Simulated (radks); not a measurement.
Question: These are the eigenvalues of the occupied orbitals of an atom or ion with whole-number occupations (eV). All-electron calculation, Dirac Kohn-Sham, AM05, spin-unpolarised, spherical densities, finite nucleus; Fermi nuclear charge, rms radius of each element as measured or else 0.836 A^(1/3) + 0.57 fm. Program: a radial shooting solver on a logarithmic mesh with Libxc functionals.

1s1/2: -25342.80
2s1/2: -3780.998
2p1/2: -3519.047
2p3/2: -3344.049
3s1/2: -739.8493
3p1/2: -635.6326
3p3/2: -604.7135
3d3/2: -419.8815
3d5/2: -413.6448
4s1/2: -150.8451
4p1/2: -117.4936
4p3/2: -112.1327
4d3/2: -60.2350
4d5/2: -59.5073

Which element is it, and in what charge state? The configuration may be excited. Open shells, if any, fill j = l - 1/2 first.

Answer: Z = 47, silver, charge +4: Ag4+ in [Kr] 4d7. The list shows which subshells hold electrons but not how many an open one holds; the 1s level, -931.33 hartree, gives Z - s = 43.2 by -(Z - s)^2/2, which with screening and relativity narrows Z to a few neighbours, and the depths of the outer levels then fix element, charge and occupations together.
